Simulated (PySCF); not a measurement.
**Electronic structure of S⁺ (sulfur, charge +1) at the UHF level**

Configuration: [Ne] 3s2 3p3, high-spin 4S determinant. Calculation: PySCF 2.14, in cc-pV(D+d)Z; the non-relativistic Hamiltonian (point nucleus).

* Total energy: -397.158808 hartree
* One-electron energy: -542.8946 hartree
* Hartree (Coulomb) energy: 170.5191 hartree
* Exchange energy: -24.7833 hartree
* Kinetic energy: 397.18015 hartree
* ⟨S²⟩: 3.7505
* ⟨L²⟩: 0.000
* Sum of ⟨r⟩: 12.81 bohr
* Sum of ⟨r²⟩: 21.17 bohr²
* Density at the nucleus (Gaussians lack the cusp): 2600 bohr⁻³
* Spin density at the nucleus: 0.370 bohr⁻³
* Langevin diamagnetic susceptibility: -16.8 ×10⁻⁶ cm³/mol
* Time after the integrals: 0.04 s of wall time on 1 thread of Neoverse-V1 (shared host)

```json
{"shell": "1s α", "electrons": "1", "mean orbital energy (eV)": "-2515.6", "rms radius, mean of both spins (bohr)": "0.113"}
{"shell": "1s β", "electrons": "1", "mean orbital energy (eV)": "-2514.8", "rms radius, mean of both spins (bohr)": "0.113"}
{"shell": "2s α", "electrons": "1", "mean orbital energy (eV)": "-256.99", "rms radius, mean of both spins (bohr)": "0.518"}
{"shell": "2s β", "electrons": "1", "mean orbital energy (eV)": "-256.11", "rms radius, mean of both spins (bohr)": "0.518"}
{"shell": "2p α", "electrons": "3", "mean orbital energy (eV)": "-194.09", "rms radius, mean of both spins (bohr)": "0.492"}
{"shell": "2p β", "electrons": "3", "mean orbital energy (eV)": "-192.54", "rms radius, mean of both spins (bohr)": "0.492"}
{"shell": "3s α", "electrons": "1", "mean orbital energy (eV)": "-38.492", "rms radius, mean of both spins (bohr)": "1.79"}
{"shell": "3s β", "electrons": "1", "mean orbital energy (eV)": "-29.164", "rms radius, mean of both spins (bohr)": "1.79"}
{"shell": "3p α", "electrons": "3", "mean orbital energy (eV)": "-23.481", "rms radius, mean of both spins (bohr)": "2.06"}
```
